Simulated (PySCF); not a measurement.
```xyz
12

C     -0.6402    -1.2877     0.7326
C     -1.2108     0.0865     0.3690
Si    -0.0510     1.1487    -0.6680
Si     2.0790     0.7900    -0.7671
H     -1.3641    -1.8766     1.2987
H      0.2602    -1.1909     1.3414
H     -0.3724    -1.8561    -0.1598
H     -1.4706     0.6477     1.2714
H     -2.1447    -0.0246    -0.1920
H     -0.5315     2.5417    -0.8326
H      2.5691    -0.6050    -0.7033
H      2.8771     1.6263    -1.6903
```

Charge 0, multiplicity 1.

Question: Give the Mulliken and meta-Löwdin atomic charges from PBE-D3(BJ)/def2-TZVP // B3LYP-D3(BJ)/def2-TZVP run with PySCF.

Answer: 
| atom | Mulliken (e) | meta-Löwdin (e) |
|---|---|---|
| C1 | -0.36 | -0.34 |
| C2 | -0.28 | -0.41 |
| Si3 | 0.08 | 0.26 |
| Si4 | -0.09 | -0.01 |
| H5 | 0.12 | 0.12 |
| H6 | 0.13 | 0.12 |
| H7 | 0.13 | 0.12 |
| H8 | 0.13 | 0.13 |
| H9 | 0.13 | 0.13 |
| H10 | 0.00 | -0.05 |
| H11 | 0.00 | -0.04 |
| H12 | 0.00 | -0.03 |
